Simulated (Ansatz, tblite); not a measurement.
Forces on B6P4Cl6, a halide-capped nanocrystal cut from zinc blende BP (6 Cl on the cations) at its PBE-D4/def2-SVP geometry. Charge 0, multiplicity 1.

The xTB rows come from tblite.

GFN1-xTB (tblite), largest force 0.50 eV/Å:

```xyz
16
positions Å, forces eV/Å
P     0.653    1.710   -1.427    0.122    0.272    0.022
P    -0.739    0.841    1.681   -0.074   -0.138    0.101
P     1.806   -1.172    0.299    0.039   -0.243    0.095
P    -1.416   -1.148   -1.199   -0.216   -0.101    0.084
B     1.973    0.463   -0.734    0.210   -0.248   -0.063
B     0.384   -0.734    1.558    0.185   -0.152    0.375
B     0.451    1.823    0.491   -0.077    0.405    0.291
B    -0.992    0.704   -1.545   -0.049    0.079   -0.486
B    -1.886   -0.150    0.433   -0.160    0.098    0.168
B     0.240   -1.934   -0.573   -0.125   -0.133   -0.360
Cl    3.653    0.907   -1.051   -0.104    0.008   -0.015
Cl   -0.001   -2.032    2.706    0.122    0.200   -0.060
Cl    1.573    2.874    1.373   -0.152   -0.032   -0.100
Cl   -2.351    1.701   -2.100    0.094   -0.084   -0.028
Cl   -3.601   -0.162    0.837    0.143   -0.020   -0.052
Cl    0.253   -3.691   -0.750    0.044    0.089    0.027
```

GFN2-xTB (tblite), largest force 1.25 eV/Å:

```
P -0.086 -0.326 0.579
P 0.275 -0.413 -0.419
P -0.582 0.125 -0.065
P 0.266 0.409 0.329
B 1.129 0.088 -0.285
B 0.167 -0.613 0.959
B 0.366 0.989 0.553
B -0.631 0.430 -0.827
B -1.199 0.026 0.366
B -0.075 -1.148 -0.429
Cl -1.061 -0.238 0.201
Cl 0.227 0.744 -0.630
Cl -0.635 -0.594 -0.533
Cl 0.743 -0.577 0.326
Cl 1.061 0.021 -0.280
Cl 0.035 1.078 0.155
```

PBE0-D4/def2-SVP (Ansatz), largest force 0.32 eV/Å:

```
P -0.049 -0.134 0.220
P 0.111 -0.097 -0.195
P -0.196 0.051 0.015
P 0.055 0.198 0.135
B 0.214 0.011 -0.093
B 0.040 -0.082 0.188
B 0.011 0.178 0.124
B -0.018 0.080 -0.214
B -0.286 -0.075 0.113
B 0.024 -0.213 -0.067
Cl -0.294 -0.066 0.056
Cl 0.049 0.207 -0.237
Cl -0.163 -0.204 -0.155
Cl 0.216 -0.172 0.134
Cl 0.292 0.012 -0.066
Cl -0.005 0.306 0.042
```
